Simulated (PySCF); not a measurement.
## Static response to an electric field

Compound: C3H9NO2Si.
SMILES with atom numbers: `[CH2:1]=[N:2][SiH:3]([O:4][CH3:5])[O:6][CH3:7]` (hydrogens: H8, H9 on C1; H10 on Si3; H11, H12, H13 on C5; H14, H15, H16 on C7)

Structure used (PBE0-D3(BJ)/def2-SVP), in Å, numbered top down from 1:
```xyz
16
C3H9NO2Si angstrom
C     -1.5488   -2.5238    0.9838
N     -0.4845   -1.9076    1.2688
Si    -0.2187   -0.2068    1.0324
O      1.0595    0.0172    0.0083
C      2.3756   -0.3834    0.2747
O     -1.5432    0.4617    0.3123
C     -1.6467    1.7599   -0.2044
H     -1.6259   -3.6162    1.1450
H     -2.4529   -2.0367    0.5642
H      0.0761    0.4091    2.3558
H      3.0081   -0.1158   -0.5851
H      2.7875    0.1190    1.1695
H      2.4471   -1.4736    0.4318
H     -0.8241    1.9863   -0.9040
H     -2.5993    1.8512   -0.7479
H     -1.6388    2.5208    0.5973
```

Level: wB97X-D/def2-SVPD (PySCF), static field, nuclei fixed, core orbitals frozen in the response. The polarisability tensor in these axes (au):

```
x   83.50  4.21  2.42
y    4.21 82.20 -3.05
z    2.42 -3.05 64.15
```

Diagonalise the tensor; give its mean and Δα, where Δα² is half the sum of the squared differences of the eigenvalues.

Principal values 63.17, 79.57 and 87.12 au; mean 76.62 au = 11.35 Å³ = 12.63 × 10⁻⁴⁰ C²·m²/J; Δα = 21.21 au (28 % of the mean).

What is the dipole moment, and where does it point?

(-0.39, 0.35, -0.18) D, 0.56 D in size, pointing from the negative to the positive side. Measured along this direction, the outermost atoms are H13 at the negative end and H15 at the positive end.

What would n − 1 = 2πNα be for an ideal gas of these molecules at 400 K and 1 atm, electronic part alone?

N = p/kT = 1.8347 × 10¹⁹ cm⁻³, so n − 1 = 2π × N × 11.35 × 10⁻²⁴ cm³ = 1309 × 10⁻⁶ at long wavelengths.

What depolarisation ratio follows for Rayleigh scattering of linearly polarised light, taking the static tensor?

ρ = 3Δα²/(45ᾱ² + 4Δα²) = 1349.0/(264166 + 1798.7) = 0.00507.

In a dilute gas of rigid molecules at 298 K, how does the orientational term μ²/3kT compare with the electronic polarisability?

In Gaussian units μ²/3kT = 2.51 Å³ against 11.35 Å³, a ratio of 0.22; the Debye molar polarisation (4π/3)N_A(α + μ²/3kT) is 35.0 cm³/mol, leaving out the vibrational part.

The structure is a single PBE0-D3(BJ)/def2-SVP conformer in the gas phase; no vibrational or solvent corrections.

The run behind these numbers computed excited states and ΔSCF ions as well. Time: 4.1 min; peak memory 0.94 GiB. Hardware: an Arm Neoverse V1 with one thread, shared host with 32 logical CPUs at a one-minute load of 14.
